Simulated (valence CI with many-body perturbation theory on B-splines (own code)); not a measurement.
**In¹⁷⁺: electric-dipole lines**

Calculated by configuration interaction combined with many-body perturbation theory (CI+MBPT): four valence electrons over a frozen Dirac-Fock core [Ar] 3d10, a basis of 11 s, 11 p, 10 d, 8 f, 5 g, 2 h functions for each j, with the one-electron correlation potential Σ1, the two-electron term Σ2, the three-electron term Σ3, Breit, model QED; selected CI, second order for the rest, scaled by the run's own slope (own B-spline code, finite nucleus).

No measured spectrum was set against this ion. As an estimate, levels hold to about 250 cm⁻¹ or 0.2 % of their energy and the worst to 1 %, as in measured heavy ions of charge 2 to 7; those with d or f electrons hold less well. Among the levels kept, up to 470 cm⁻¹ of a level comes from second order outside the variational space, and about a tenth of that is noise between levels of different J, which matters for small intervals.

Lines 201 to 250 of 556 in falling wavelength, among levels below 1630600 cm⁻¹, chosen from the strongest by gf and those to the six lowest levels. Wavelengths and rates use the calculated energies, so an error of 1000 cm⁻¹ moves a line at 178.9 Å by 0.18 % and its rate by three times that or more. Electric multipoles are in the length gauge, E1 and E2 with the static RPA response of the core. Weak lines are less certain than strong ones. Lines between different terms over intervals too small for the method are left out, as are lines whose strength nearly cancels. Where a level lies close to another of its J and parity, the split of strength between their lines is uncertain. The highest levels of a list are the least certain.

Names give the largest LS component (configuration and term), which can be under half, so a name can repeat, a term be missing and a line seem to break the LS rules; names also repeat where a configuration has a term twice. Letters in brackets count levels of one name in rising energy.

| λ vac (Å) | Upper | Lower | A (s⁻¹) | S (a.u.) |
| --- | --- | --- | --- | --- |
| 178.9 | 4s4p³ ¹P°_1 | 4s²4p² ³P_2 | 3.39e+08 | 2.88e-03 |
| 178.9 | 4s4p²4d ³P_2 [a] | 4s4p³ ³D°_3 | 1.74e+10 | 2.46e-01 |
| 178.0 | 4s4p²4d ⁵F_2 | 4s4p³ ⁵S°_2 | 4.53e+09 | 6.30e-02 |
| 177.6 | 4s²4p4d ³F°_2 | 4s²4p² ³P_1 | 2.21e+09 | 3.06e-02 |
| 176.9 | 4s4p²4d ³F_2 [a] | 4s4p³ ³D°_1 | 1.15e+10 | 1.57e-01 |
| 176.5 | 4s²4p4f ³G_4 [a] | 4s²4p4d ³F°_4 | 1.30e+10 | 3.18e-01 |
| 176.1 | 4p³4d ¹P°_1 | 4p⁴ ¹D_2 | 1.72e+10 | 1.39e-01 |
| 175.9 | 4s4p²4d ⁵P_3 | 4s4p³ ³D°_3 | 1.28e+10 | 2.41e-01 |
| 175.6 | 4s4p4d² ⁵G°_4 | 4s4p²4d ⁵F_3 [b] | 7.92e+09 | 1.90e-01 |
| 175.2 | 4s4p4d² ⁵G°_5 | 4s4p²4d ⁵F_5 | 6.69e+09 | 1.95e-01 |
| 175.0 | 4s²4d² ³P_2 | 4s²4p4d ¹F°_3 | 1.95e+10 | 2.58e-01 |
| 174.7 | 4s²4p4f ¹F_3 | 4s²4p4d ¹F°_3 | 3.96e+10 | 7.29e-01 |
| 174.0 | 4s4p³ ¹P°_1 | 4s²4p² ³P_1 | 1.89e+10 | 1.48e-01 |
| 173.8 | 4s4p²4d ³F_3 [a] | 4s4p³ ³D°_2 | 7.95e+09 | 1.44e-01 |
| 173.5 | 4s²4p4d ³F°_3 | 4s²4p² ³P_2 | 1.79e+10 | 3.24e-01 |
| 173.2 | 4s4p²4f ⁵D°_3 [a] | 4s4p²4d ⁵D_4 | 9.07e+09 | 1.63e-01 |
| 173.1 | 4s4p4d² ⁵G°_5 | 4s4p²4d ⁵D_4 | 7.11e+09 | 2.00e-01 |
| 173.1 | 4s4p²4d ⁵F_3 [a] | 4s4p³ ⁵S°_2 | 9.30e+09 | 1.67e-01 |
| 172.5 | 4p³4d ³G°_3 | 4p⁴ ³P_2 | 8.46e+09 | 1.50e-01 |
| 172.3 | 4s4p²4d ³P_2 [a] | 4s4p³ ³D°_2 | 4.14e+10 | 5.22e-01 |
| 172.2 | 4s4p²4d ³P_0 [a] | 4s4p³ ³P°_1 | 5.22e+10 | 1.32e-01 |
| 172.2 | 4s4p²4d ³D_3 [b] | 4s4p³ ¹D°_2 [a] | 2.03e+10 | 3.58e-01 |
| 171.8 | 4s4p4d² ⁵P°_2 | 4s4p²4d ⁵P_1 | 9.69e+09 | 1.21e-01 |
| 171.8 | 4p³4d ³D°_1 [b] | 4p⁴ ³P_0 | 2.25e+10 | 1.69e-01 |
| 171.7 | 4s²4p4d ¹D°_2 | 4s²4p² ¹D_2 | 2.22e+10 | 2.78e-01 |
| 171.4 | 4s²4d² ³F_3 | 4s²4p4d ³D°_3 | 1.35e+10 | 2.35e-01 |
| 171.3 | 4s²4p4f ³G_4 [b] | 4s²4p4d ³D°_3 | 4.94e+09 | 1.10e-01 |
| 171.2 | 4s4p²4d ³P_2 [c] | 4s4p³ ¹P°_1 | 2.80e+10 | 3.46e-01 |
| 170.9 | 4s4p²4d ³D_1 [b] | 4s4p³ ¹D°_2 [a] | 2.87e+10 | 2.12e-01 |
| 170.2 | 4s4p4d² ⁵D°_3 | 4s4p²4d ⁵P_3 | 1.30e+10 | 2.22e-01 |
| 170.1 | 4s4p²4f ³G°_3 | 4s4p²4d ³F_2 [a] | 7.02e+09 | 1.19e-01 |
| 170.0 | 4s4p²4d ³P_2 [b] | 4s4p³ ³S°_1 | 3.09e+10 | 3.75e-01 |
| 169.9 | 4s4p²4d ³D_3 [c] | 4s4p³ ¹D°_2 [b] | 1.32e+10 | 2.23e-01 |
| 169.8 | 4s4p4d² ⁵F°_3 | 4s4p²4d ⁵P_2 | 7.58e+09 | 1.28e-01 |
| 169.8 | 4s²4p4f ³F_4 | 4s²4p4d ¹F°_3 | 1.15e+10 | 2.50e-01 |
| 169.5 | 4s4p²4d ³F_4 [a] | 4s4p³ ³D°_3 | 7.75e+09 | 1.67e-01 |
| 169.4 | 4s4p²4f ³G°_3 | 4s4p²4d ⁵D_4 | 6.66e+09 | 1.12e-01 |
| 169.3 | 4s²4p4f ³F_3 | 4s²4p4d ¹F°_3 | 1.33e+10 | 2.23e-01 |
| 169.1 | 4s4p²4f ⁵D°_3 [a] | 4s4p²4d ⁵F_3 [b] | 7.12e+09 | 1.19e-01 |
| 168.6 | 4s4p²4f ⁵D°_3 [b] | 4s4p²4d ³F_3 [a] | 7.48e+09 | 1.24e-01 |
| 168.5 | 4s4p²4d ³P_2 [a] | 4s4p³ ³D°_1 | 1.54e+10 | 1.82e-01 |
| 168.4 | 4p³4d ³P°_2 [b] | 4p⁴ ¹D_2 | 1.47e+10 | 1.74e-01 |
| 168.3 | 4p³4d ³F°_3 [b] | 4p⁴ ¹D_2 | 1.30e+10 | 2.14e-01 |
| 168.2 | 4s4p²4f ⁵D°_4 | 4s4p²4d ⁵F_4 | 2.47e+10 | 5.22e-01 |
| 167.9 | 4s4p²4d ³D_2 [a] | 4s4p³ ¹D°_2 [a] | 1.22e+10 | 1.43e-01 |
| 167.7 | 4s4p²4d ³S_1 | 4s4p³ ¹D°_2 [b] | 8.07e+10 | 5.63e-01 |
| 167.6 | 4s4p²4d ¹D_2 [c] | 4s²4p4d ³D°_1 | 1.17e+10 | 1.35e-01 |
| 167.4 | 4p³4d ³P°_2 [a] | 4p⁴ ³P_1 | 1.51e+10 | 1.75e-01 |
| 167.3 | 4s4p²4d ³F_2 [b] | 4s4p³ ³D°_3 | 1.16e+10 | 1.35e-01 |
| 167.3 | 4s²4p4d ³P°_1 | 4s²4p² ¹D_2 | 3.05e+10 | 2.11e-01 |
